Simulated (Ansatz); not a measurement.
C2H9FOSi2, SMILES C[C@H]([SiH3])[Si@H](O)F.

Coordinates come from a B3LYP-D3(BJ)/def2-SVP optimisation. The structure was generated by enumeration; whether it is a known compound was not checked. The values are those of a single conformer.

Two levels are set side by side: PBE/def2-SVPD (Ansatz, a first-principles code) and PBE0/def2-SVPD (Ansatz). Energy differences of separate SCF runs at the same geometry; the states with an electron removed or added have multiplicity 2 and 2. Differences are taken from unrounded values.

```json
[
 {"quantity": "vertical ionisation energy (eV)", "PBE0": "10.35", "PBE": "9.93", "PBE minus PBE0": "-0.43"},
 {"quantity": "vertical singlet–triplet gap (eV)", "PBE0": "7.37", "PBE": "6.71", "PBE minus PBE0": "-0.66"}
]
```
